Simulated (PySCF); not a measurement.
C₂H₄ClGaO (SMILES C=[CH][Ga]([OH])[Cl]), singlet, geometry from GFN2-xTB (such geometries of metal compounds can be far from the true shape); SVWN5/6-31G, polarisability in PySCF.

The PySCF input:
```python
from pyscf import gto, scf, dft
from pyscf.prop import polarizability

mol = gto.M(
    atom='''
Ga    0.02219227    0.07685735    0.06866463
Cl   -1.90662975    0.40338270    0.85002594
C     0.63088170   -1.22943329   -1.33698694
C     1.90261351   -1.27980813   -1.69330353
H    -0.11751568   -1.87911690   -1.78168798
H     2.26364882   -1.96941739   -2.44497512
H     2.63642142   -0.62754985   -1.24259132
O     1.30339851    1.06697705    0.71235032
H     1.31403149    1.75563259    1.37315012
''',
    basis='6-31g',
    verbose=4,
)

mf = dft.RKS(mol)
mf.xc = 'lda,vwn'
mf.kernel()
alpha = mf.Polarizability().polarizability()[2, 2]
print('alpha_zz =', alpha)
```

Output, abridged:

```
site-packages/pyscf/prop/efg/rhf.py:45: UserWarning: Module EFG is under testing
  warnings.warn('Module EFG is under testing')
site-packages/pyscf/prop/efg/dhf.py:30: UserWarning: Module EFG is under testing
  warnings.warn('Module EFG is under testing')
site-packages/pyscf/prop/zfs/uhf.py:40: UserWarning: Module ZFS is under testing
  warnings.warn('Module ZFS is under testing')
site-packages/pyscf/prop/gtensor/uhf.py:43: UserWarning: Module g-tensor is under testing
  warnings.warn('Module g-tensor is under testing')
site-packages/pyscf/prop/gtensor/uks.py:41: UserWarning: Module g-tensor is under testing
  warnings.warn('Module g-tensor is under testing')
site-packages/pyscf/prop/hfc/uks.py:35: UserWarning: Module HFC is under testing
  warnings.warn('Module HFC is under testing')
site-packages/pyscf/prop/magnetizability/rhf.py:39: UserWarning: Module magnetizability is under testing
  warnings.warn('Module magnetizability is under testing')
site-packages/pyscf/prop/magnetizability/uhf.py:37: UserWarning: Module magnetizability is under testing
  warnings.warn('Module magnetizability is under testing')
site-packages/pyscf/prop/magnetizability/rks.py:37: UserWarning: Module magnetizability is under testing
  warnings.warn('Module magnetizability is under testing')
site-packages/pyscf/prop/magnetizability/uks.py:39: UserWarning: Module magnetizability is under testing
  warnings.warn('Module magnetizability is under testing')
site-packages/pyscf/prop/polarizability/uhf.py:34: UserWarning: Module polarizability is under testing
  warnings.warn('Module polarizability is under testing')
site-packages/pyscf/prop/polarizability/rks.py:29: UserWarning: Module polarizability is under testing
  warnings.warn('Module polarizability is under testing')
site-packages/pyscf/prop/polarizability/uks.py:29: UserWarning: Module polarizability is under testing
  warnings.warn('Module polarizability is under testing')
PySCF version 2.14.0

[INPUT] verbose = 4
[INPUT] num. atoms = 9
[INPUT] num. electrons = 72
[INPUT] charge = 0
[INPUT] spin (= nelec alpha-beta = 2S) = 0
[INPUT] symmetry False subgroup None
[INPUT] Mole.unit = angstrom
[INPUT] Symbol           X                Y                Z      unit          X                Y                Z       unit  Magmom
[INPUT]  1 Ga     0.022192270000   0.076857350000   0.068664630000 AA    0.041937312382   0.145239342160   0.129757345145 Bohr   0.0
[INPUT]  2 Cl    -1.906629750000   0.403382700000   0.850025940000 AA   -3.603008048448   0.762282826388   1.606316225376 Bohr   0.0
[INPUT]  3 C      0.630881700000  -1.229433290000  -1.336986940000 AA    1.192193630000  -2.323292206523  -2.526539148720 Bohr   0.0
[INPUT]  4 C      1.902613510000  -1.279808130000  -1.693303530000 AA    3.595418454797  -2.418486857692  -3.199879917459 Bohr   0.0
[INPUT]  5 H     -0.117515680000  -1.879116900000  -1.781687980000 AA   -0.222072450542  -3.551016297042  -3.366902321630 Bohr   0.0
[INPUT]  6 H      2.263648820000  -1.969417390000  -2.444975120000 AA    4.277676311995  -3.721659492056  -4.620333358176 Bohr   0.0
[INPUT]  7 H      2.636421420000  -0.627549850000  -1.242591320000 AA    4.982114432737  -1.185897346012  -2.348157279562 Bohr   0.0
[INPUT]  8 O      1.303398510000   1.066977050000   0.712350320000 AA    2.463066215066   2.016294405696   1.346147009546 Bohr   0.0
[INPUT]  9 H      1.314031490000   1.755632590000   1.373150120000 AA    2.483159635154   3.317664770461   2.594877654714 Bohr   0.0

nuclear repulsion = 421.945302718849
number of shells = 41
number of NR pGTOs = 218
number of NR cGTOs = 75
basis = 6-31g
ecp = {}

******** <class 'pyscf.dft.rks.RKS'> ********
method = RKS
initial guess = minao
damping factor = 0
level_shift factor = 0
DIIS = <class 'pyscf.scf.diis.CDIIS'>
diis_start_cycle = 1
diis_space = 8
diis_damp = 0
SCF conv_tol = 1e-09
SCF conv_tol_grad = None
SCF max_cycles = 50
direct_scf = True
direct_scf_tol = 1e-13
XC library pyscf.dft.libxc version 7.1.2
    S. Lehtola, C. Steigemann, M. J. T. Oliveira, and M. A. L. Marques,  SoftwareX 7, 1–5 (2018)
XC functionals = lda,vwn
    P. A. M. Dirac,  Math. Proc. Cambridge Philos. Soc. 26, 376 (1930)
    F. Bloch,  Z. Phys. 57, 545 (1929)
    S. H. Vosko, L. Wilk, and M. Nusair,  Can. J. Phys. 58, 1200 (1980)
radial grids:
    Treutler-Ahlrichs [JCP 102, 346 (1995); DOI:10.1063/1.469408] (M4) radial grids

becke partition: Becke, JCP 88, 2547 (1988); DOI:10.1063/1.454033
pruning grids: <function nwchem_prune>
grids dens level: 3
symmetrized grids: False
atomic radii adjust function: <function treutler_atomic_radii_adjust>
small_rho_cutoff = 0
Set gradient conv threshold to 3.16228e-05
Initial guess from minao.
tot grids = 121336
init E= -2532.60454635632
  HOMO = -0.331254216316509  LUMO = -0.125902876448715  gap/eV = 5.58789
cycle= 1 E= -2532.54920543863  delta_E= 0.0553  |g|= 0.978  |ddm|= 3.13
  HOMO = -0.0913900283740956  LUMO = -0.0103147245990427  gap/eV = 2.20617
cycle= 2 E= -2530.46851055643  delta_E= 2.08  |g|= 2.94  |ddm|= 3.86
  HOMO = -0.215311948788842  LUMO = -0.0594713123466537  gap/eV = 4.24064
cycle= 3 E= -2532.66605618929  delta_E= -2.2  |g|= 0.542  |ddm|= 3.36
  HOMO = -0.264964776628995  LUMO = -0.0782777507977421  gap/eV = 5.08001
cycle= 4 E= -2532.7498866745  delta_E= -0.0838  |g|= 0.197  |ddm|= 0.96
  HOMO = -0.260082347168947  LUMO = -0.0815543371362462  gap/eV = 4.85799
cycle= 5 E= -2532.75845470518  delta_E= -0.00857  |g|= 0.0684  |ddm|= 0.28
  HOMO = -0.26003986496724  LUMO = -0.0787646792582031  gap/eV = 4.93275
cycle= 6 E= -2532.75919740797  delta_E= -0.000743  |g|= 0.037  |ddm|= 0.0788
  HOMO = -0.260401912556791  LUMO = -0.0781509612622338  gap/eV = 4.95930
cycle= 7 E= -2532.75957791023  delta_E= -0.000381  |g|= 0.0127  |ddm|= 0.0445
  HOMO = -0.261239207831161  LUMO = -0.0783650552043476  gap/eV = 4.97626
cycle= 8 E= -2532.75961405369  delta_E= -3.61e-05  |g|= 0.00254  |ddm|= 0.011
  HOMO = -0.261412699377098  LUMO = -0.0785088833395782  gap/eV = 4.97707
cycle= 9 E= -2532.75961538215  delta_E= -1.33e-06  |g|= 0.000538  |ddm|= 0.00348
  HOMO = -0.26139386740779  LUMO = -0.0784641557456478  gap/eV = 4.97777
cycle= 10 E= -2532.75961547078  delta_E= -8.86e-08  |g|= 0.000158  |ddm|= 0.00122
  HOMO = -0.2614079255746  LUMO = -0.0784770383693276  gap/eV = 4.97780
cycle= 11 E= -2532.7596154774  delta_E= -6.62e-09  |g|= 7.61e-05  |ddm|= 0.000322
  HOMO = -0.261404110880671  LUMO = -0.0784751108171711  gap/eV = 4.97775
cycle= 12 E= -2532.75961547948  delta_E= -2.09e-09  |g|= 8.69e-06  |ddm|= 0.000133
  HOMO = -0.261404333715606  LUMO = -0.0784748760087544  gap/eV = 4.97776
cycle= 13 E= -2532.7596154795  delta_E= -1.77e-11  |g|= 3.72e-06  |ddm|= 1.95e-05
  HOMO = -0.261405043324197  LUMO = -0.0784753670982892  gap/eV = 4.97777
Extra cycle  E= -2532.75961547948  delta_E= 1.77e-11  |g|= 5.63e-06  |ddm|= 1.09e-05
converged SCF energy = -2532.75961547948
Isotropic polarizability 56.8402136231
Polarizability anisotropy 27.6183141914
alpha_zz = 49.80972609680423
```
